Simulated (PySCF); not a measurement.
**`CC[C@H]1CO[C@H](F)C1`, C$_{6}$H$_{11}$FO**

Geometry (Å), atoms numbered from 1 in this order:
```xyz
19

C     2.4663   -0.0145   -0.2594
C     1.2996    0.3032    0.6687
C    -0.0378    0.2970   -0.0647
C    -0.4647   -1.0917   -0.5752
O    -1.8710   -1.2172   -0.3418
C    -2.3691   -0.0303    0.1214
F    -2.8033    0.7537   -0.9479
C    -1.2262    0.6943    0.8203
H     3.4058    0.0333    0.2857
H     2.5079    0.7022   -1.0764
H     2.3643   -1.0109   -0.6818
H     1.2706   -0.4228    1.4846
H     1.4493    1.2922    1.1076
H     0.0139    0.9878   -0.9112
H    -0.2700   -1.2198   -1.6429
H     0.0266   -1.8985   -0.0220
H    -3.2657   -0.2136    0.7236
H    -1.1124    0.2977    1.8291
H    -1.3939    1.7671    0.8632
```

Level of theory: TDDFT B3LYP/def2-SVPD circular dichroism and optical rotation, one conformer, gas phase in PySCF 2.14.0. Geometry: GFN2-xTB.

The molecule is flexible and this is one conformer; a measurement averages over conformers. States above about 8.0 eV (minus the energy of the highest occupied orbital) lie near or above the ionisation threshold and depend on the basis.

(1) Draw the ECD and absorption spectra from the lowest 12 states, each a Gaussian of half-width 0.3 eV at 1/e height.

## Answers

(1) 
```
E (eV)  λ (nm)  Δε (L mol⁻¹ cm⁻¹)  ε (L mol⁻¹ cm⁻¹)
  6.99     177              -0.05              13.3
  7.09     175              -0.15              36.2
  7.19     172              -0.33              79.3
  7.29     170              -0.65               140
  7.39     168              -1.10               202
  7.49     166              -1.75               246
  7.59     163              -2.64               273
  7.69     161              -3.77               325
  7.79     159              -5.07               465
  7.89     157              -6.53               745
  7.99     155              -8.14              1140
  8.09     153              -9.24              1560
  8.19     151              -8.00              1880
  8.29     150              -2.18              2090
  8.39     148              +8.49              2290
  8.49     146             +20.76              2570
  8.59     144             +29.33              2840
  8.69     143             +30.93              2950
  8.79     141             +26.78              2800
```
Δε uses R in velocity form, ε uses f in length form. Only the states computed contribute, so the short-wavelength end is incomplete.
